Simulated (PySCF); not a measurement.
GeH₃Br, SMILES [GeH3][Br].

Geometry: B3LYP-D3(BJ)/def2-TZVP.

The numbers are results of PySCF with M06-2X/def2-TZVPD, not measurements.

Gas-phase values at a fixed geometry.

```json
{
 "total_energy": "-4653.02828 hartree",
 "point_group": "C3v",
 "highest_occupied_level": "-9.45 eV",
 "lowest_empty_level": "-0.12 eV",
 "orbital_gap": "9.33 eV",
 "dipole_moment": "2.10 D",
 "quadrupole, principal values (traceless, Buckingham form, about the centre of nuclear charge)": "-0.88, -0.88, 1.77 D·Å",
 "mean_static_polarisability": "54.4 bohr³ (8.06 Å³)",
 "polarisability_principal_values": "48.5, 48.5, 66.2 bohr³"
}
```
